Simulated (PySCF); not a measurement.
Computed IR spectrum (relative IR intensity) of a molecule C₂H₈Si₂. Geometry optimised at PBE0-D3(BJ)/def2-SVP. The values are those of a single conformer. Computed with PBE0-D3(BJ)/def2-SVP (PySCF). Frequencies are harmonic and unscaled.

Lines under 2 % of the strongest are left out, and lines within 2 cm⁻¹ are merged.

ν (cm⁻¹): 652 (w), 667 (m), 746 (w), 906 (vs), 933 (m), 949 (w), 1046 (vw), 1183 (w), 2222 (s), 2237 (m) (against the strongest line: vs over 80 %, s over 45 %, m over 15 %, w over 4 %, vw less)

**Question.** Which structure fits?
A. C=C([SiH3])[SiH3]
B. C=C[SiH2][SiH3]
C. [SiH3]/C=C/[SiH3]
D. C1[SiH2]C[SiH2]1

**Answer.** C, [SiH3]/C=C/[SiH3]
